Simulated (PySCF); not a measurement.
## Curvature of the energy in the electron number along the alkaline earths, charge +1

Calculated with PySCF 2.14, in def2-TZVPPD, non-relativistic, def2-TZVPPD with the def2 core potential (28 electrons), ECP, def2-TZVPPD with the def2 core potential (46 electrons), ECP: one orbital is emptied in steps, and each cell gives the departure of E from the straight line at half an electron, in eV (from a cubic fit). The exact functional gives zero.

| species | orbital | LDA | PBE | PBE0 | BHandHLYP | LC-wPBE | UHF |
| --- | --- | --- | --- | --- | --- | --- | --- |
| Be⁺ | 2s alpha | -0.92 | -0.96 | -0.70 | -0.54 | -0.07 | 0.00 |
| Mg⁺ | 3s alpha | -0.78 | -0.83 | -0.61 | -0.46 | -0.04 | 0.00 |
| Sr⁺ | 5s alpha | -0.59 | -0.63 | -0.46 | -0.33 | 0.01 | 0.01 |
| Ba⁺ | 6s alpha | -0.54 | -0.57 | -0.41 | -0.30 | 0.02 | 0.01 |

Task: How does the mean departure depend on the functional?

Result: LDA -0.71 eV; PBE -0.75 eV; PBE0 -0.55 eV; BHandHLYP -0.41 eV; LC-wPBE -0.02 eV; UHF 0.00 eV. Semilocal functionals are convex (delocalisation error), Hartree-Fock is concave or straight, and exact exchange removes curvature roughly in proportion to its share, so among the functionals the range-separated hybrids usually come closest to zero.

No spin-orbit coupling is included.
